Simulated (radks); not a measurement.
The numbers below are computed, except where a source is named.
Polarisability of neutral potassium, [Ar] 4s1, at imaginary frequency. Code: a radial shooting solver on a logarithmic mesh with Libxc functionals. Model: scalar-relativistic Kohn-Sham, LB94 model potential, spin-polarised, spherical densities, finite nucleus; open shells are filled with parallel spins first; Fermi nuclear charge, rms radius 3.4349 fm. Response by self-consistent Sternheimer equations with the Hartree and adiabatic LDA kernel, the relativistic mass of each level held fixed and spin-orbit coupling left out.

| w (hartree) | alpha1(iw) (bohr^3) | alpha2(iw) (bohr^5) |
|---|---|---|
| 0.00266 | 180.8 | 3786 |
| 0.0143 | 174.8 | 3684 |
| 0.0360 | 147.9 | 3222 |
| 0.0697 | 99.40 | 2371 |
| 0.118 | 55.80 | 1507 |
| 0.186 | 29.99 | 869.6 |
| 0.280 | 16.96 | 473.2 |
| 0.413 | 10.41 | 249.9 |
| 0.605 | 6.759 | 130.0 |
| 0.892 | 4.366 | 66.68 |
| 1.35 | 2.598 | 33.00 |
| 2.12 | 1.335 | 15.01 |
| 3.59 | 0.5640 | 5.772 |
| 6.94 | 0.1857 | 1.648 |
| 17.5 | 0.03996 | 0.2679 |

Static values: alpha1 = 181.0 bohr^3 (26.82 angstrom^3; uncoupled 210.7), alpha2 = 3790 bohr^5, alpha3 = 92360 bohr^7. C6 = 1955, C8 = 221700, triple-dipole C9 = 257400 atomic units. One-pole (London) frequency 4 C6 / (3 alpha1^2) = 0.080 hartree, against 0.182 for minus the highest occupied eigenvalue. Recommended static value: 289.7 bohr^3 (Schwerdtfeger and Nagle, 2023 table).
